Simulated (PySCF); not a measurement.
A PySCF script (with the pyscf-properties extension) for the NMR shieldings of `InChI=1S/C4H10BClSi/c5-7(6)3-4-1-2-4/h4,7H,1-3,5H2/t7-/m1/s1`, on a GFN2-xTB geometry:

```python
import basis_set_exchange as bse
import numpy as np
from pyscf import gto, dft
from pyscf.prop import nmr

atoms = """
B     1.702881    1.595986    0.129869
Si    1.895040   -0.348829    0.218287
Cl    3.383089   -1.071138   -1.001329
C     0.264032   -1.145186   -0.426473
C    -0.932013   -0.668772    0.360070
C    -2.179750   -0.234944   -0.349912
C    -1.301840    0.781622    0.318003
H     1.469409    2.228483    1.084579
H     1.805801    2.181749   -0.878013
H     2.182312   -0.995146    1.512712
H     0.134088   -0.877164   -1.477619
H     0.316904   -2.234554   -0.388542
H    -1.056124   -1.170994    1.311691
H    -3.140230   -0.450189    0.094305
H    -2.187092   -0.270423   -1.429143
H    -0.702389    1.433023   -0.305583
H    -1.661116    1.258507    1.217187
"""
names = dict.fromkeys(["B", "Si", "Cl", "C", "H"], "pcSseg-1")
basis = {el: gto.basis.parse(bse.get_basis(n, elements=[el], fmt="nwchem")) for el, n in names.items()}
mol = gto.M(atom=atoms, basis=basis, charge=0, verbose=0)
mf = dft.RKS(mol, xc="PBE0")
mf.grids.level = 2
mf.grids.alignment = dft.numint.BLKSIZE   # the property module wants whole blocks of grid points
mf.conv_tol = 1e-9
mf.kernel()

calc = nmr.RKS(mf)   # GIAO
C = mf.mo_coeff
Co = C[:, mf.mo_occ > 0]
resp = mf.gen_response(singlet=True, hermi=2)
def vind(x):   # induced exchange potential for any number of trial vectors
    d = np.einsum("pi,xij,qj->xpq", C, 2 * x.reshape(-1, C.shape[1], Co.shape[1]), Co, optimize=True)
    return np.einsum("xpq,pi,qj->xij", resp(d - d.transpose(0, 2, 1)), C, Co, optimize=True).ravel()
mo1, _ = nmr.rhf.solve_mo1(calc, with_cphf=vind)
sigma = calc.kernel(mo1)
for i, s in enumerate(sigma):   # ppm
    w = np.linalg.eigvalsh((s + s.T) / 2)
    print("%2d %-2s iso %8.1f  s11 %8.1f  s22 %8.1f  s33 %8.1f" % (i, mol.atom_pure_symbol(i), w.mean(), *w))
```

Q: What does it print?

A: 
```
 0 B  iso     -4.2  s11   -110.8  s22    -49.3  s33    147.6
 1 Si iso    361.4  s11    323.6  s22    358.6  s33    401.9
 2 Cl iso   1009.3  s11    971.5  s22   1010.6  s33   1045.8
 3 C  iso    151.7  s11    121.0  s22    142.8  s33    191.4
 4 C  iso    179.1  s11    151.2  s22    166.6  s33    219.5
 5 C  iso    167.9  s11    137.4  s22    165.7  s33    200.6
 6 C  iso    171.9  s11    137.5  s22    170.2  s33    207.8
 7 H  iso     22.0  s11      9.8  s22     25.8  s33     30.5
 8 H  iso     22.0  s11      9.4  s22     26.8  s33     29.7
 9 H  iso     26.1  s11     21.7  s22     25.6  s33     31.0
10 H  iso     31.0  s11     26.0  s22     31.6  s33     35.4
11 H  iso     29.6  s11     24.5  s22     28.9  s33     35.4
12 H  iso     31.0  s11     24.1  s22     28.5  s33     40.4
13 H  iso     30.9  s11     25.0  s22     26.3  s33     41.4
14 H  iso     31.3  s11     25.7  s22     29.5  s33     38.7
15 H  iso     34.3  s11     30.3  s22     31.3  s33     41.3
16 H  iso     31.3  s11     25.6  s22     27.3  s33     41.0
```

These numbers come from an equivalent density-fitted implementation of the same equations, which agrees with the script to about 0.01 ppm for H and up to a few tenths of a ppm for heavy atoms, so last digits may differ.

Size and cost of the density-fitted run: 183 basis functions, 26 s wall time on 1 thread of an Arm Neoverse V2, shared host; peak memory 0.83 GiB.
